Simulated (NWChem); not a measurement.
System: C$_{2}$H$_{3}$FSi; SMILES F[SiH2]C#C

```xyz
7

Si    -0.4849     0.6241    -0.0004
F      0.8426     1.5575     0.0006
C      0.0182    -1.1320    -0.0013
C      0.3352    -2.3067    -0.0018
H     -1.2608     0.9256    -1.2305
H     -1.2617     0.9243     1.2294
H      0.6178    -3.3452    -0.0022
```
Atoms are numbered in this order, from 1.

All runs: NWChem. Pople sets run with spherical d functions. STO-3G and 3-21G are far too small for this property and stand as cheap habits. The geometry was optimised at PBE0/def2-SVP. B3LYP is NWChem's, with the RPA form of VWN correlation. Field at 589 nm.

### Question
Order these runs by computing time, cheapest first, and give rough ratios: B3LYP/def2-SVP; B3LYP/aug-cc-pVDZ; B3LYP/STO-3G.

### Answer
B3LYP/STO-3G (1), B3LYP/def2-SVP (5), B3LYP/aug-cc-pVDZ (40). Ratios are rough, from one shared machine; the cheapest took very roughly 10 core-seconds. What differs between the cheapest and the dearest: isotropic polarisability (bohr³) 20.7 → 50.6; anisotropy (bohr³) 23.0 → 29.1.
